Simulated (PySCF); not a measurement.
Dipole moment and polarisability of `FC(F)(F)CC1=C[O][AlH2-][O+]=C1`

Species: C5H6AlF3O2.
Structure used (PBE0-D3(BJ)/def2-SVP), in Å, numbered top down from 1:
```
atom  x, y, z in Å
F1    -1.9649    1.6705   -1.3986
C2    -2.5610    1.0245   -0.3915
F3    -2.2544    1.6709    0.7374
F4    -3.8791    1.1249   -0.5697
C5    -2.1230   -0.4225   -0.3354
C6    -0.6473   -0.5743   -0.1081
C7     0.2373   -0.5822   -1.1970
O8     1.4961   -0.6647   -1.1355
Al9    2.5647   -0.8001    0.3935
O10    1.0770   -0.7039    1.5265
C11   -0.1394   -0.6206    1.1994
H12   -2.7036   -0.9065    0.4638
H13   -2.4352   -0.8906   -1.2807
H14   -0.1911   -0.5131   -2.2132
H15    3.1677   -2.2661    0.4643
H16    3.4273    0.5200    0.5543
H17   -0.8610   -0.5841    2.0355
```

Level: CAM-B3LYP/def2-SVPD (PySCF), static field, nuclei fixed, core orbitals frozen in the response. The polarisability tensor in these axes (au):

```
x   111.58  -6.23   2.86
y    -6.23  75.23  -1.26
z     2.86  -1.26  93.20
```

Q: What are the eigenvalues, a third of the trace, and Δα (Δα² = ½Σ(αi − αj)² over the three pairs)?

A: Principal values 74.17, 92.77 and 113.07 au; mean 93.34 au = 13.83 Å³ = 15.39 × 10⁻⁴⁰ C²·m²/J; Δα = 33.71 au (36 % of the mean).

Q: What is the dipole moment, and where does it point?

A: (-3.39, -1.65, -0.55) D, 3.81 D in size, pointing from the negative to the positive side. Measured along this direction, the outermost atoms are H16 at the negative end and F4 at the positive end.

Q: In a dilute gas of rigid molecules at 250 K, how does the orientational term μ²/3kT compare with the electronic polarisability?

A: In Gaussian units μ²/3kT = 140.06 Å³ against 13.83 Å³, a ratio of 10.13; the Debye molar polarisation (4π/3)N_A(α + μ²/3kT) is 388.2 cm³/mol, leaving out the vibrational part.

Q: Along which axes do the principal values lie, and how far do the nuclei extend along each?

A: Largest value along (0.97, -0.17, 0.15), where the nuclei span 7.59 Å; middle along (-0.16, -0.02, 0.99), 4.30 Å; least along (0.16, 0.99, 0.04), 3.02 Å. The response follows the extents in order.

Q: What would n − 1 = 2πNα be for an ideal gas of these molecules at 500 K and 1 atm, electronic part alone?

A: N = p/kT = 1.4678 × 10¹⁹ cm⁻³, so n − 1 = 2π × N × 13.83 × 10⁻²⁴ cm³ = 1276 × 10⁻⁶ at long wavelengths.

Geometry: PBE0-D3(BJ)/def2-SVP, one conformer, isolated molecule.
